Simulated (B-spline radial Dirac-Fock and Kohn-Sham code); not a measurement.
# Scattering functions of Cl¹⁶⁺

System: Cl¹⁶⁺ in the configuration 1s1.

Input file task.json (cfg lists n, l and occupation; rrms is the nuclear radius in fm):

```json
{"items": [{
  "Z": 17,
  "q": 16,
  "cfg": [[1, 0, 1]],
  "A": 35,
  "rrms": 3.3654,
  "do": ["scatter"],
  "s": [0.0, 0.05, 0.1, 0.15, 0.2, 0.25, 0.3, 0.35, 0.4, 0.45, 0.5, 0.6, 0.7, 0.8, 0.9, 1.0, 1.1, 1.2, 1.4, 1.6, 1.8, 2.0, 2.5, 3.0, 3.5, 4.0, 5.0, 6.0],
  "pz": [0, 0.1, 0.15, 0.21, 0.31, 0.46, 0.67, 0.98, 1.4, 2.1, 3.1, 4.5, 6.5, 9.5, 14.0, 20.0, 30.0, 44.0, 64.0, 93.0, 140.0],
  "hv_scatter": [1000, 10000, 20000, 30000, 50000, 100000, 500000, 1000000]
}]}
```

Command: `python xray_run.py task.json out`

These are calculated numbers from a radial atomic solver; the model is relativistic Hartree-Fock (Dirac-Fock) wave functions, averaged over the configuration. f₀ is the Fourier transform of the spherical electron density, S the Waller-Hartree incoherent function, and s = sin θ/λ.

```
s (Å⁻¹)     f₀      S
      0  1.000  0.000
   0.05  1.000  0.000
    0.1  0.999  0.002
   0.15  0.998  0.003
    0.2  0.997  0.006
   0.25  0.995  0.009
    0.3  0.993  0.014
   0.35  0.991  0.018
    0.4  0.988  0.024
   0.45  0.985  0.030
    0.5  0.981  0.037
    0.6  0.973  0.053
    0.7  0.964  0.071
    0.8  0.953  0.091
    0.9  0.941  0.114
      1  0.928  0.138
    1.1  0.914  0.164
    1.2  0.899  0.191
    1.4  0.867  0.249
    1.6  0.831  0.309
    1.8  0.793  0.371
      2  0.754  0.431
    2.5  0.654  0.572
      3  0.556  0.690
    3.5  0.467  0.782
      4  0.388  0.849
      5  0.265  0.930
      6  0.180  0.968
```

f₀ starts at the number of electrons, 1, and has fallen to half at s ≈ 3.32 Å⁻¹. The sum of ⟨r²⟩ over the electrons is 0.01029 bohr².
